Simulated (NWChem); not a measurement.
SiH$_{4}$O$_{3}$; SMILES O[SiH](O)O

```xyz
8

Si     0.0202    -0.0344     0.3435
O      0.9876     1.1722    -0.2589
O     -1.4967     0.3548    -0.1814
O      0.4014    -1.5432    -0.2021
H      0.1484    -0.1267     1.8159
H      1.9009     1.1942     0.0399
H     -1.6243     1.2793    -0.4137
H      0.1525    -1.7368    -1.1115
```
Atoms are numbered in this order, from 1.

All runs use the structure optimised with PBE0/def2-SVP. B3LYP is NWChem's, with the RPA form of VWN correlation.

### Question
List the 4 lowest vertical singlet excitations from B3LYP/def2-SVPD, TDA (NWChem).

### Answer
| state | energy (eV) | oscillator strength | leading excitation (squared amplitude) |
|---|---|---|---|
| S1 | 7.73 | 0.025 | HOMO → LUMO (0.61) |
| S2 | 7.87 | 0.063 | HOMO−1 → LUMO (0.60) |
| S3 | 8.18 | 0.016 | HOMO−2 → LUMO (0.64) |
| S4 | 8.41 | 0.032 | HOMO → LUMO+1 (0.59) |
